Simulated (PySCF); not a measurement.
Spectrum to structure. The calculation used PySCF, TDDFT PBE0/def2-SVPD, vertical, gas phase, core orbitals frozen in the response. Geometries: GFN2-xTB, one conformer each.

| state | E (eV) | f |
| --- | --- | --- |
| S1 | 4.07 | 0.0009 |
| S2 | 5.87 | 0.0004 |
| S3 | 7.01 | 0.0029 |
| S4 | 7.09 | 0.014 |
| S5 | 7.32 | 0.043 |
| S6 | 7.43 | 0.024 |

Orbital energies (eV): HOMO-3 -9.61, HOMO-2 -9.36, HOMO-1 -8.41, HOMO -7.29, LUMO -1.04, LUMO+1 0.77, LUMO+2 1.01.

**Question.** Which structure fits? All have the formula C6H12O2.
A. `CCC[C@@H](C=O)OC`
B. `CC(C)CCOC=O`
C. `C=C[C@H](COC)OC`

**Answer.** A. Its S1, at 4.07 eV, is the lowest among the candidates; the nearest of the others has S1 at 6.00 eV. S1 is HOMO→LUMO (93%). Löwdin shares by element: HOMO oxygen 57%, carbon 25% or more (atoms not listed hold the other 17%); LUMO carbon 46% or more, oxygen 34% or more, hydrogen 6% or more. At the same level the other candidates give, for their lowest levels:
- `C=C[C@H](COC)OC`: 6.16 eV (f 0.001); 6.74 eV (f 0.024); 6.92 eV (f 0.023); 7.21 eV (f 0.010); 7.44 eV (f 0.049); T1 4.42 eV; HOMO -7.22, LUMO 0.11 eV
- `CC(C)CCOC=O`: 6.00 eV (f 0.001); 7.78 eV (f 0.076); 8.05 eV (f 0.005); 8.13 eV (f 0.027); 8.29 eV (f 0.037); T1 5.41 eV; HOMO -8.36, LUMO 0.01 eV

Shape of the structure used: `[CH3:1][CH2:2][CH2:3][C@@H:4]([CH:5]=[O:6])[O:7][CH3:8]`: C1–C2–C3–C4 -178°, C2–C3–C4–C5 74°, C3–C4–C5–O6 -86°, C3–C4–O7–C8 169°.
Triplets come from the Tamm–Dancoff approximation.
